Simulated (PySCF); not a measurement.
# `C[C@@H](S)[C@H]1C[C@@H]1C#N`, C₆H₉NS

Molfile (atoms numbered from 1):
```
C6H9NS
     RDKit          3D

 17 17  0  0  0  0  0  0  0  0999 V2000
   -2.1732   -0.2775    0.3275 C   0  0  0  0  0  0  0  0  0  0  0  0
   -0.9421   -0.0914   -0.5451 C   0  0  1  0  0  0  0  0  0  0  0  0
   -1.1686    1.3316   -1.6960 S   0  0  0  0  0  0  0  0  0  0  0  0
    0.3049    0.0936    0.2770 C   0  0  1  0  0  0  0  0  0  0  0  0
    1.1672   -1.0796    0.6173 C   0  0  0  0  0  0  0  0  0  0  0  0
    1.6569   -0.0617   -0.3838 C   0  0  2  0  0  0  0  0  0  0  0  0
    2.6983    0.8248   -0.0042 C   0  0  0  0  0  0  0  0  0  0  0  0
    3.5292    1.5423    0.3199 N   0  0  0  0  0  0  0  0  0  0  0  0
   -2.3197    0.5877    0.9716 H   0  0  0  0  0  0  0  0  0  0  0  0
   -3.0586   -0.4040   -0.2902 H   0  0  0  0  0  0  0  0  0  0  0  0
   -2.0523   -1.1588    0.9545 H   0  0  0  0  0  0  0  0  0  0  0  0
   -0.8258   -0.9420   -1.2220 H   0  0  0  0  0  0  0  0  0  0  0  0
   -1.2604    2.2629   -0.7491 H   0  0  0  0  0  0  0  0  0  0  0  0
    0.2262    0.8784    1.0224 H   0  0  0  0  0  0  0  0  0  0  0  0
    0.8912   -2.0511    0.2352 H   0  0  0  0  0  0  0  0  0  0  0  0
    1.6427   -1.1048    1.5867 H   0  0  0  0  0  0  0  0  0  0  0  0
    1.6771   -0.3382   -1.4316 H   0  0  0  0  0  0  0  0  0  0  0  0
  1  2  1  0
  2  3  1  0
  2  4  1  0
  4  5  1  0
  5  6  1  0
  6  7  1  0
  7  8  3  0
  6  4  1  0
  1  9  1  0
  1 10  1  0
  1 11  1  0
  2 12  1  6
  3 13  1  0
  4 14  1  1
  5 15  1  0
  5 16  1  0
  6 17  1  6
M  END
```

Method used: PySCF, TDDFT PBE0/def2-SVPD circular dichroism and optical rotation, one conformer, gas phase. Geometry: GFN2-xTB.

The molecule is flexible and this is one conformer; a measurement averages over conformers. States above about 7.1 eV (minus the energy of the highest occupied orbital) lie near or above the ionisation threshold and depend on the basis.

Stereocentres: C2 R, C4 S, C6 S.

Problem. What is the specific rotation at 633, 589.3, 546, 436, 405, 365, 355 nm?

Solution. [α] in deg dm⁻¹ (g/mL)⁻¹:
| λ (nm) | origin-invariant length gauge | modified velocity gauge | length gauge (centre of mass) | isotropic polarisability (au) |
| --- | --- | --- | --- | --- |
| 633 | +11.2 | +8.2 | +11.7 | 95.8 |
| 589.3 | +12.6 | +9.1 | +13.2 | 96.2 |
| 546 | +14.3 | +10.2 | +15.0 | 96.6 |
| 436 | +19.4 | +12.6 | +20.4 | 98.5 |
| 405 | +20.5 | +12.5 | +21.6 | 99.4 |
| 365 | +20.4 | +10.2 | +21.6 | 100.9 |
| 355 | +19.7 | +8.9 | +21.0 | 101.4 |

Problem. And for the mirror image at 589.3 nm?

Solution. -12.6 deg dm⁻¹ (g/mL)⁻¹ (origin-invariant length gauge): the same size and the opposite sign.

Problem. What is the molar rotation [Φ] = [α]·M/100 of the geometry above at 589.3 nm?

Solution. With M = 127.20 g/mol, +16.1 deg cm² dmol⁻¹ (origin-invariant length gauge).

The first excitation lies at 5.55 eV (223 nm) with R = -0.7 × 10⁻⁴⁰ esu² cm² (velocity form).
